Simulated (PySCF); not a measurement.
Löwdin shares of the frontier orbitals

SnCl3(NHEt), C₂H₆Cl₃NSn.
Geometry (PBE0-D3(BJ)/def2-SVP, Å), atoms numbered from 1 in this order:
```
atom  x, y, z in Å
Sn1    0.291    1.784    1.270
Cl2    0.157    1.848    3.589
Cl3    2.395    2.471    0.570
Cl4   -1.236    3.345    0.438
N5     0.009   -0.100    0.638
C6    -0.110   -0.370   -0.790
C7    -0.126   -1.867   -1.037
H8    -0.710   -0.570    1.187
H9    -1.005    0.092   -1.250
H10    0.766    0.074   -1.293
H11    0.770   -2.339   -0.606
H12   -0.157   -2.086   -2.115
H13   -1.013   -2.333   -0.578
```

Level of theory: PySCF, TDDFT wB97X-D/def2-SVPD, vertical, gas phase, core orbitals frozen in the response, def2 core potentials past Kr. Spin–orbit coupling is left out. The geometry optimisation had not met its thresholds, so the values belong to a structure short of the stationary point.

Frontier orbitals with the atoms that hold most of them (Löwdin shares over 4%, at most four atoms; ? is withheld):

| orbital | ε (eV) | atoms |
| --- | --- | --- |
| LUMO+2 | 1.56 | Sn1 35%, Cl4 15%, Cl2 12%, Cl3 10% |
| LUMO+1 | 1.50 | Sn1 38%, Cl2 18%, Cl3 13%, Cl4 12% |
| LUMO | ? | Sn1 27%, Cl4 20%, Cl2 20%, Cl3 19% |
| HOMO | -9.67 | ? |
| HOMO-1 | -11.24 | ? |
| HOMO-2 | -11.36 | Cl4 52%, Cl3 24%, Cl2 20% |
| HOMO-3 | -11.44 | Cl2 50%, Cl3 22%, Cl4 11%, N5 5% |

(1) Which atoms hold the HOMO, and with what shares?

(2) Give the leading atoms of the HOMO-1.

(3) What is the LUMO energy, and the HOMO–LUMO gap?

Answers

(1) N5 (bonded to C, Sn and H) 58%; C6 (bonded to C, N and 2 H) 13%; H9 (bonded to C) 7%; Cl4 (bonded to Sn) 6%.

(2) Cl4 (bonded to Sn) 48%; Cl3 (bonded to Sn) 33%; Cl2 (bonded to Sn) 19%.

(3) ε(LUMO) = -1.06 eV; the gap is 8.61 eV (0.3164 hartree).

How does S1 compare with the orbital gap of 8.61 eV?

S1 is at 4.31 eV (f = 0.040), 4.30 eV below the gap, made of HOMO→LUMO (95%). 

One configuration dominates each of S1, S2 and S3. Which, and how do the shares of the two leading atoms of either orbital change from the occupied to the empty one?

- S1 (4.31 eV, f 0.040), HOMO→LUMO (95%): N5 58% → at most 15%, C6 13% → at most 15%, Sn1 at most 6% → 27%, Cl4 6% → 20%
- S2 (5.58 eV, f 0.0016), HOMO-1→LUMO (94%): Cl4 48% → 20%, Cl3 33% → 19%, Sn1 at most 1% → 27%
- S3 (5.76 eV, f 0.023), HOMO-2→LUMO (86%): Cl4 52% → 20%, Cl3 24% → 19%, Sn1 at most 4% → 27%

One conformer stands for the species.
